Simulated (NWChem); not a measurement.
Species: C3H7NSi; SMILES [SiH3]C1=NCC1

```xyz
12

Si     0.0149     1.8372     0.0000
C      0.0048    -0.0573     0.0000
N      1.0525    -0.8144     0.0000
C      0.2153    -2.0278     0.0000
C     -1.0489    -1.1395     0.0000
H     -1.3955     2.3300     0.0000
H      0.7122     2.3454     1.2178
H      0.7122     2.3454    -1.2178
H      0.3724    -2.6546    -0.8933
H      0.3724    -2.6546     0.8933
H     -1.6889    -1.1921    -0.8954
H     -1.6889    -1.1921     0.8954
```
Atoms are numbered in this order, from 1.

Computed with NWChem. Coordinates come from a PBE0/def2-SVP optimisation. No frequency run checked for a minimum.

For level B3LYP/aug-cc-pVDZ:

```yaml
highest occupied level (eV): -7.19
dipole (D): 2.23
```

**Question.** Estimate the same quantities for level B3LYP/cc-pVDZ.

**Answer.** 
- highest occupied level (eV) = -6.92
- dipole (D) = 1.98
